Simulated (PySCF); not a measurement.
C₇H₁₀OSSi.
Structure used (GFN2-xTB), in Å, numbered top down from 1:
```xyz
20
C7H10OSSi angstrom
C      0.3497    3.1268   -0.6001
C     -0.4489    2.0772   -0.5145
C     -1.8914    1.8046   -0.6402
C     -1.7100    0.4827   -0.3805
O     -2.5304   -0.5527   -0.2871
Si    -2.3506   -2.1368    0.0528
C     -0.2507    0.6248   -0.2351
C      0.7609   -0.1966    0.0205
S      2.4364    0.3062    0.1422
C      3.2219   -1.3215    0.3584
H     -0.0327    4.1089   -0.8199
H      1.4112    3.0298   -0.4520
H     -2.7412    2.4212   -0.8544
H     -3.7440   -2.5431   -0.0097
H     -1.5031   -2.7822   -0.9526
H     -1.7438   -2.3109    1.3742
H      0.6024   -1.2527    0.1819
H      2.8112   -1.8121    1.2360
H      4.2823   -1.1395    0.4996
H      3.0657   -1.9235   -0.5323
```

NICS is the negative of the GIAO shielding at a point without a nucleus: at the ring centre (0) and 1 Å above and below it (1); zz is the component along the ring normal. Level: GIAO PBE0/pcSseg-1 (PySCF, non-relativistic, gas phase) on the GFN2-xTB geometry, one conformer.

Ring bond lengths (Å), with Mayer bond orders in brackets: C2–C3 1.473 (1.01), C3–C4 1.359 (1.60), C4–C7 1.473 (1.07), C7–C2 1.492 (0.98).

Task: What do the NICS probes read (ppm)?

Result: 
```
       ring                                                    type  NICS(0)  NICS(1), two faces  NICS(1)zz, two faces  rms pucker (Å)  centre to ring atoms, mean (Å)
C2–C3–C4–C7  4-membered carbocycle; formal bonds 1 double, 3 single     -0.5         -2.1 / -2.1             5.3 / 5.3            0.00                            1.02
```

Task: What do they say, and how far can they be read as aromaticity?

Result: 
- C2–C3–C4–C7: mean NICS(1)zz 5.3 ppm, deshielded.

Task: What does the geometric index give? Use HOMA with the parameters of Krygowski (1993).

Result: 
- C2–C3–C4–C7: HOMA -0.69 = 1 − EN − GEO, with mean bond length 1.450 Å, EN = α(Ropt − mean)² = 0.977 and GEO = α × variance = 0.715.

Task: At the first NICS(1) probe listed for ring C2–C3–C4–C7, 1 Å off the ring, what do the in-plane components average?

Result: The isotropic value is a third of the trace: (3 × -2.1 − (5.3))/2 = -5.8 ppm.

Hardware: Arm Neoverse V1, one thread, shared host with 32 logical CPUs at a one-minute load of 20. Cost: 74 s of wall time (grids of density and orbitals included), 1.1 GiB resident at most. This is the whole shielding run at PBE0/pcSseg-1, SCF included.
